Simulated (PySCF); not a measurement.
# Dipole moment and polarisability of `CNc1ccoc(=O)c1`

Species: C6H7NO2.
Atom-mapped SMILES: `[CH3:1][NH:2][c:3]1[cH:4][cH:5][o:6][c:7](=[O:8])[cH:9]1` (hydrogens: H10, H11, H12 on C1; H13 on N2; H14 on C4; H15 on C5; H16 on C9)

Cartesian coordinates in Å at the GFN2-xTB level; atoms count from 1:
```xyz
16
C6H7NO2 angstrom
C      2.419    0.330   -0.340
N      1.393   -0.529    0.190
C      0.072   -0.250    0.129
C     -0.855   -1.190    0.698
C     -2.169   -0.915    0.637
O     -2.679    0.177    0.084
C     -1.847    1.145   -0.493
O     -2.386    2.112   -0.976
C     -0.445    0.883   -0.447
H      2.287    0.473   -1.416
H      3.391   -0.123   -0.165
H      2.394    1.309    0.145
H      1.671   -1.386    0.637
H     -0.500   -2.095    1.161
H     -2.931   -1.568    1.039
H      0.178    1.636   -0.896
```

Level: PBE0/def2-SVPD (PySCF), static field, nuclei fixed, core orbitals frozen in the response. The polarisability tensor in these axes (au):

```
x   113.50  -9.48   1.05
y    -9.48  87.77 -18.08
z     1.05 -18.08  62.67
```

Q: Give the principal values, the mean and the anisotropy Δα = √{½[(α1 − α2)² + (α2 − α3)² + (α1 − α3)²]}.

A: Principal values 53.01, 93.36 and 117.56 au; mean 87.98 au = 13.04 Å³ = 14.51 × 10⁻⁴⁰ C²·m²/J; Δα = 56.49 au (64 % of the mean).

Q: What is the dipole moment, and where does it point?

A: (5.27, -4.63, 2.14) D, 7.34 D in size, pointing from the negative to the positive side. Measured along this direction, the outermost atoms are O8 at the negative end and H11 at the positive end.

Q: Along which axes do the principal values lie, and how far do the nuclei extend along each?

A: Largest value along (0.92, -0.38, 0.14), where the nuclei span 6.24 Å; middle along (0.40, 0.80, -0.46), 4.82 Å; least along (0.06, 0.47, 0.88), 1.77 Å. The response follows the extents in order.

Q: How large is μ²/3kT at 273 K beside α?

A: In Gaussian units μ²/3kT = 476.19 Å³ against 13.04 Å³, a ratio of 36.53; the Debye molar polarisation (4π/3)N_A(α + μ²/3kT) is 1234.1 cm³/mol, leaving out the vibrational part.

Q: Refractivity n − 1 of an ideal gas of it at 500 K and 1 atm, from the electronic α?

A: N = p/kT = 1.4678 × 10¹⁹ cm⁻³, so n − 1 = 2π × N × 13.04 × 10⁻²⁴ cm³ = 1202 × 10⁻⁶ at long wavelengths, for an ideal gas.

Q: Sum over states: ᾱ = Σ f/ω², ω in Eh. What share falls to these 6 lowest TDDFT singlets (eV, f)? 4.66, 0.0734; 5.21, 0.0000; 5.53, 0.0429; 5.63, 0.0002; 6.09, 0.0001; 6.27, 0.6450.

A: They add up to 15.71 au, 17.9 % of the 87.98 au; the largest single term is 12.16 au, from the state at 6.27 eV. Terms in order: 2.50, 0.00, 1.04, 0.00, 0.00, 12.16 au. Higher excitations give the rest. The strengths listed sum to 0.762.

Q: Traceless (Buckingham) quadrupole moment about the centre of nuclear charge: eigenvalues?

A: -10.17, -3.38, 13.55 D·Å. The values depend on the origin, since the dipole doesn't vanish. The electronic extent ⟨r²⟩ about the same centre is 1232 bohr², a root-mean-square distance of 2.29 Å for the 66 electrons.

One conformer (not necessarily the lowest) at the GFN2-xTB geometry, without solvent, vibrations or thermal averaging.
